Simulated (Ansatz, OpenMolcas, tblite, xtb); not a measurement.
# CHBrF2 (bromodifluoromethane): the atomisation enthalpy at 298 K, rung by rung

The species is CHBrF2 (5 atoms), meant as a singlet with charge 0. As SMILES, `FC(F)Br`. The coordinates come from a PBE0-D4/def2-TZVP relaxation.

Quantity: the atomisation enthalpy at 298 K, in kJ/mol. The values are calculated. The thermal term (zero-point and 298 K enthalpy, harmonic and unscaled) is that of PBE0-D4/def2-TZVP; the spin-orbit lowering of the free atoms at 298 K, 17.3 kJ/mol by their spectra, is taken off.

The value from experiment is 1630 kJ/mol (Active Thermochemical Tables). From what is known of these methods, estimate their order from the nearest to it to the farthest.
A. B3LYP/aug-cc-pVDZ (OpenMolcas)
B. M06-L/aug-cc-pVDZ (OpenMolcas)
C. revPBE/aug-cc-pVDZ (OpenMolcas)
D. SVWN5/aug-cc-pVDZ (OpenMolcas)
E. GFN2-xTB (xtb)

C (1594 kJ/mol, -36), B (1582 kJ/mol, -48), A (1574 kJ/mol, -56), E (1805 kJ/mol, +175), D (1988 kJ/mol, +358).

The xTB rows lack spin polarisation, so open shells miss the exchange term that lowers them.
